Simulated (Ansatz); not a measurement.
`C[NH][GeH]([F])[F]` + CH₃OH → `C[O][GeH]([F])[F]` + CH₃NH₂ at 500 K and 1 bar (ligand exchange at a Ge–N bond).

Isolated molecules relaxed with PBE0-D4/def2-TZVP in Ansatz; ΔE leaves out vibrations. CBS: MP2 limit from def2 TZ/QZ plus the TZ coupled-cluster correction, frozen cores. This one scheme is used for every species. For Ge outer-core shells are correlated without core-valence functions, which leaves a few kJ/mol of doubt a bond. Scalar relativity is left out up to krypton. Each species was taken in one conformer, which may not be the lowest.

| species | CCSD(T)/CBS energy (Eh) | H − E (kJ/mol) | S (J/(mol·K)) |
| --- | --- | --- | --- |
| `C[NH][GeH]([F])[F]` | -2371.54669 | 223.1 | 419.1 |
| CH₃OH | -115.61712 | 157.0 | 265.4 |
| `C[O][GeH]([F])[F]` | -2391.41847 | 188.9 | 413.5 |
| CH₃NH₂ | -95.75281 | 191.8 | 270.3 |

H − E and S are ideal-gas, rigid-rotor, harmonic terms from PBE0-D4/def2-TZVP, for one conformer and one mirror image of each species. 1 Eh = 2625.50 kJ/mol, R = 8.31446 J/(mol·K).

Q: By hand: ΔE, ΔH, ΔS and ΔG.

A: ΔE = (-2391.41847) + (-95.75281) − (-2371.54669) − (-115.61712) = -0.00747 Eh = -19.6 kJ/mol. Δ(H − E) = 188.9 + 191.8 − 223.1 − 157.0 = 0.6, so ΔH = -19.0 kJ/mol. ΔS = 413.5 + 270.3 − 419.1 − 265.4 = -0.7 J/(mol·K). ΔG = -19.0 − 500 × (-0.7)/1000 = -18.6 kJ/mol.

Q: By hand: the equilibrium constant, and the temperature at which ΔG would vanish if ΔH and ΔS stayed fixed.

A: log₁₀ K = −ΔG/(RT ln 10) = 1.9. ΔG = 0 at ΔH/ΔS = 27143 K, far beyond where these terms or the molecules hold.

The number of gas molecules stays the same, so ΔS is small and ΔH decides. A doubt of 5 kJ/mol in ΔE shifts log₁₀ K by 0.5 here. Other conformers and mirror images would add mixing entropy, several J/(mol·K) or more a flexible species. These are equilibria of isolated gas molecules and say nothing of rates. Largest T1 diagnostic: 0.012 (customary marks: 0.02 for closed shells, 0.045 for open ones).
